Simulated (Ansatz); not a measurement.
Ansatz (a quantum-chemistry and plane-wave program) input (HF/STO-3G):

Ansatz 0.2 input:
```yaml
crystal:
  periodic: [false, false, false]
  atoms:
    - {symbol: F, position_ang: [1.00312475, -0.21259832, 1.66046507]}
    - {symbol: C, position_ang: [0.82365139, -0.30798279, 0.44756352]}
    - {symbol: C, position_ang: [-0.29770210, 0.08564303, -0.33800353]}
    - {symbol: F, position_ang: [-0.23531034, 1.15498915, -1.00873377]}
    - {symbol: F, position_ang: [-1.11844727, -0.79416432, -0.72477130]}
basis:
  gaussian:
    orbitals: STO-3G
hamiltonian:
  xc: {name: HF}
total_charge: 1
relax: {f_tol: 0.003, max_steps: 120}
```

**Question.** Predict the final energy.

**Answer.** -368.53319 Eh.
